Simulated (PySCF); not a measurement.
C8H11 (doublet state).
Cartesian coordinates in Å at the GFN2-xTB level; atoms count from 1:
```xyz
19
C8H11 angstrom
C      2.524    0.004   -0.899
C      1.429    0.838   -0.346
C      0.189    0.318    0.150
C     -0.848    1.247    0.668
C     -2.077    0.833    0.394
C     -2.095   -0.439   -0.406
C     -0.635   -0.821   -0.506
C      0.077   -1.078    0.774
H      2.185   -1.004   -1.125
H      3.362   -0.072   -0.196
H      2.922    0.451   -1.812
H      1.584    1.903   -0.298
H     -0.584    2.144    1.200
H     -2.991    1.320    0.689
H     -2.689   -1.213    0.089
H     -2.532   -0.268   -1.394
H     -0.285   -1.295   -1.410
H     -0.506   -1.162    1.679
H      0.961   -1.697    0.755
```

The hyperfine couplings belong to this conformer and change with its torsions.

The species is `C1C[C@@H]2C[C@]2([CH]C)C=1` [radical].

The calculation used PySCF 2.14.0, UKS B3LYP, pcH-1 on C H, non-relativistic, mean-field spin-orbit, GIAO. Geometry: GFN2-xTB, one conformer, isolated molecule. The geometry wasn't refined by DFT: couplings that depend on bond lengths, twists or pyramidal angles can differ widely from those at the functional's own minimum. Stability of the SCF solution: not tested.

(1) Where do the isotropic ENDOR lines of H9/H10/H11, H12, H18, H15, H19, H17, H13 and H16 fall at 340.1 mT, to first order?

(2) Which pairs are centred on the nuclear Larmor frequency, and which on half the coupling?

## Answers

(1) For S = 1/2 in fast tumbling each set of equivalent nuclei gives two lines, ν± = |νn ± a/2| to first order, with νn = g_N μN B/h and μN/h = 7.62259 MHz/T.

```csv
nuclei,isotope,g_N,νn (MHz),a_iso (MHz),lower line (MHz),upper line (MHz)
H9/H10/H11,1H,5.5857,14.48,66.73,18.88,47.84
H12,1H,5.5857,14.48,-59.70,15.37,44.33
H18,1H,5.5857,14.48,8.05,10.46,18.50
H15,1H,5.5857,14.48,7.48,10.74,18.22
H19,1H,5.5857,14.48,-5.65,11.65,17.31
H17,1H,5.5857,14.48,-5.21,11.87,17.09
H13,1H,5.5857,14.48,-1.64,13.66,15.30
H16,1H,5.5857,14.48,-0.86,14.05,14.91
```

(2) Centred on νn, since |a| < 2νn: H18, H15, H19, H17, H13 and H16. Centred on |a|/2 and split by 2νn: H9/H10/H11 and H12.

Means are taken over nuclei equivalent by connectivity, which assumes that they swap fast. The three 1H nuclei of mean +66.7 MHz run from 11.0 to 122.8 MHz in the frozen geometry.
